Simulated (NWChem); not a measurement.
# CH$_{3}$BaFO; SMILES C[O][Ba][F]

```xyz
7

Ba     0.3466     0.4838     0.0000
F     -1.5182     1.7384     0.0000
O      0.0005    -1.7857     0.0000
C     -0.5787    -3.0298     0.0000
H     -0.2926    -3.6395    -0.8864
H     -0.2926    -3.6395     0.8864
H     -1.6916    -2.9970     0.0000
```
Atoms are numbered in this order, from 1.

Program: NWChem. Structure relaxed at the PBE0/def2-SVP level. def2 effective core potentials on Ba; no spin-orbit coupling. Hybrids' shares of exact exchange are those that their runs print; pure functionals count as 0. The functionals differ in more than this share.

```
row                    share of exact exchange  highest occupied level (eV)
---------------------  -----------------------  ---------------------------
PBE/def2-SVP                              0.00                        -4.53
N12/def2-SVP                              0.00                        -4.43
B3LYP/def2-SVP                            0.20                        -5.69
BHandHLYP/def2-SVP                        0.50                        -7.29
Hartree-Fock/def2-SVP                     1.00                     withheld
```

Problem. Fit a straight line of the last column on the one before it, predict the withheld value, and compare with the run.

Solution. 
1. Means of the 4 shown rows: x = 0.175, y = -5.485. Slope Σ(x − x̄)(y − ȳ)/Σ(x − x̄)² = -0.9435/0.1675 = -5.633; intercept -4.499.
2. The shown rows scatter about the line by 0.051 (root mean square); the largest residual is +0.07, at N12/def2-SVP.
3. At x = 1.00 (Hartree-Fock/def2-SVP; beyond the shown range) the line gives -10.13.
4. The run gives -9.56, +0.57 from the line, 11.1 times the scatter.
